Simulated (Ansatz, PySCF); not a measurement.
The pair A = CH2O (SMILES C=O) (first 4 atoms), B = H2Se (SMILES [SeH2]); geometry from B3LYP-D3(BJ)/def2-TZVP.
(charge 0, multiplicity 1):
```json
[
 {"atom": "C", "x (Å)": "0.3537", "y (Å)": "0.0670", "z (Å)": "-0.3292"},
 {"atom": "O", "x (Å)": "1.0838", "y (Å)": "-0.6681", "z (Å)": "0.2779"},
 {"atom": "H", "x (Å)": "0.2041", "y (Å)": "-0.0338", "z (Å)": "-1.4210"},
 {"atom": "H", "x (Å)": "-0.2039", "y (Å)": "0.8785", "z (Å)": "0.1737"},
 {"atom": "Se", "x (Å)": "0.8555", "y (Å)": "0.6896", "z (Å)": "3.2035"},
 {"atom": "H", "x (Å)": "0.4152", "y (Å)": "-0.7100", "z (Å)": "3.1842"},
 {"atom": "H", "x (Å)": "0.2092", "y (Å)": "0.9250", "z (Å)": "4.5053"}
]
```

Cores are frozen in the correlated methods. Filled d and f shells under p-block atoms count as core. CBS(a, b) extrapolates the correlation energy as X⁻³ and adds the Hartree–Fock energy of set b.

Run with Ansatz (Gaussian basis) for Hartree–Fock, density functionals and correlated methods; PySCF for the dispersion terms. 

The monomers are drawn apart, rigid, along the line of their centres of mass. Counterpoise-corrected interaction energies (kcal/mol):

```json
[
 {"level": "PBE/def2-TZVPPD", "R = 4.684 Å": "-0.6095", "R = 5.977 Å": "-0.1753"},
 {"level": "PBE-D3(BJ)/def2-TZVPPD", "R = 4.684 Å": "-0.8796", "R = 5.977 Å": "-0.2427"},
 {"level": "wB97M-V/def2-TZVPPD", "R = 4.684 Å": "-0.7760", "R = 5.977 Å": "-0.2390"},
 {"level": "MP2/CBS(aug-cc-pVDZ, aug-cc-pVTZ) + ΔCCSD(T)/aug-cc-pVDZ", "R = 4.684 Å": "-0.7693", "R = 5.977 Å": "-0.2306"}
]
```

Problem. R is the distance of the centres of mass. Find the local exponent m of E ∝ R⁻ᵐ between the two points.

Solution. 
m = ln(E₁/E₂)/ln(R₂/R₁): PBE/def2-TZVPPD 5.1; PBE-D3(BJ)/def2-TZVPPD 5.3; wB97M-V/def2-TZVPPD 4.8; MP2/CBS(aug-cc-pVDZ, aug-cc-pVTZ) + ΔCCSD(T)/aug-cc-pVDZ 4.9. For scale, two fixed dipoles give m = 3, dipole and quadrupole 4, quadrupoles 5, and dispersion or dipole-induced dipole 6 at long range; at these distances several terms mix, and what is left of overlap and damping shifts m, so it need not match one of them.

Ansatz is a first-principles code.
